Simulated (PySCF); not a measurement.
Si(F)2(OH)(SiH3) (F2H4OSi2), SMILES O[Si](F)(F)[SiH3]. Geometry optimised at B3LYP-D3(BJ)/def2-SVP. This is a generated structure with no PubChem entry under its InChIKey; it may be hypothetical. One conformer was computed; it need not be the lowest.

All values below come from B3LYP-D3(BJ)/def2-SVP in PySCF.

Harmonic wavenumbers (cm⁻¹): 92, 128, 138, 200, 288, 308, 337, 480, 537, 538, 749, 840, 909, 924, 936, 945, 973, 2228, 2238, 2239, 3856. Rotational constants (GHz): 3.779, 2.043, 2.020; symmetry number 1.

Question: Work out the zero-point energy and the ideal-gas rigid-rotor harmonic-oscillator thermochemistry at 298.15 K and 1 atm.

Answer: ZPE = ½ Σ hcν = ½ × 19883 cm⁻¹ = 28.42 kcal/mol. H − E(el) = 33.88 kcal/mol. Entropy in cal/(mol K): translation 40.11, rotation 27.42, vibration 18.52, total 86.06. G − E(el) = 8.22 kcal/mol. Cp = 27.77 cal/(mol K). Modes under 150 cm⁻¹ make the vibrational entropy uncertain.
